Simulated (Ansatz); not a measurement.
Relaxation of ClF₃Ge (5 atoms, charge 0, multiplicity 1), to a largest force component of 0.02 eV/Å in at most 40 steps.

Level of theory: RKS PBE/def2-SVP (Ansatz 0.2.0).

```xyz
5
Properties=species:S:1:pos:R:3
Ge 0.000 0.000 0.000
F 0.000 0.000 1.680
F 1.584 0.000 -0.559
F -0.791 1.371 -0.559
Cl -1.046 -1.812 -0.739
```

Q: Where does it end, and by what steps?

A: The forces met the threshold. After 3 steps the energy has fallen by 0.183 eV; Ge1 moved furthest, 0.06 Å.

| step | energy less start (eV) | largest force component (eV/Å) | accepted |
| --- | --- | --- | --- |
| 0 | 0.0000 | 2.618 | yes |
| 1 | -0.1534 | 0.998 | yes |
| 2 | -0.1828 | 0.032 | yes |
| 3 | -0.1830 | 0.008 | yes |

```xyz
5
Properties=species:S:1:pos:R:3
Ge -0.027 -0.047 -0.019
F -0.002 -0.003 1.707
F 1.609 -0.003 -0.570
F -0.806 1.391 -0.570
Cl -1.027 -1.779 -0.726
```

Whether the end is a true minimum wasn't checked by a vibrational analysis.

The run took 12 s on 1 thread of Arm Neoverse V1, with other jobs on the host, peak memory 0.13 GiB.
